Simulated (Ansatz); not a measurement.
Harmonic frequencies (cm⁻¹) at PBE0-D4/def2-TZVP from Ansatz: 31, 115, 218, 393, 527, 1116.

**Question.** Which molecule is it?
A. `[O]=[Ti]([Cl])[Cl]`
B. `[O]=[Ti]([F])[F]`
C. `[O]=[Al][OH]`
D. `O=BO`

**Answer.** A.
